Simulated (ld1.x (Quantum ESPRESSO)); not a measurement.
# Ranking TM potentials for caesium

All share these settings but for the change named:

```json
{
 "Element": "Cs",
 "Generator": "ld1.x (Quantum ESPRESSO) 7.5",
 "Type": "norm-conserving Troullier–Martins (Kleinman–Bylander form)",
 "Functional": "PBE",
 "Relativity": "fully relativistic",
 "Frozen core": "[Kr] 4d10",
 "Valence charge": "9",
 "Reference configuration": "5s2 5p6 5d0.5 6s0.5 6p0",
 "Partial waves": "5s (bound): rc 2.70 bohr; 5p (bound): rc 2.80 bohr; 5d (bound): rc 4.20 bohr; 4f channel at 0.25 Ry: rc 3.65 bohr",
 "Local potential": "all-electron potential smoothed inside 2.55 bohr (lloc = -1)",
 "Core correction": "none"
}
```

Open shells are filled in proportion to 2j + 1 (rel_dist='average').

Occupied shells without a wave of their own: 6s. They enter only through the test configuration that unscreens the potential.

Test errors are all-electron minus pseudo excitation energies from the reference, over 5s2 5p6 5d0 6s1 6p0; 5s2 5p6 5d0 6s0 6p0; 5s2 5p6 5d0 6s0.5 6p0; 5s2 5p5 5d0 6s1 6p0; 5s2 5p6 5d0 6s0 6p1; 5s1 5p6 5d0 6s1 6p0; 5s2 5p6 5d1 6s0 6p0. None of these files shows a bound ghost.

The base gives 106.8 meV.

Of 8 variants that were run, those that failed, showed a ghost or another fault, or gave nearly equal values are left out.

A variant can come out equal or close to the base, since the largest error may sit in a test that the change hardly touches while other tests move.

Rank these variants by their largest absolute test error, smallest first.
A. functional LDA (PZ)
B. local potential all-electron potential smoothed inside 3.10 bohr (lloc = -1)
C. wave 5d (bound): rc 4.20 bohr becomes 5d (bound): rc 5.58 bohr
D. wave 4f channel at 0.25 Ry: rc 3.65 bohr becomes 4f channel at -0.19 Ry: rc 3.65 bohr

A (85.0 meV), D (106.8 meV), C (128.6 meV), B (303.7 meV).
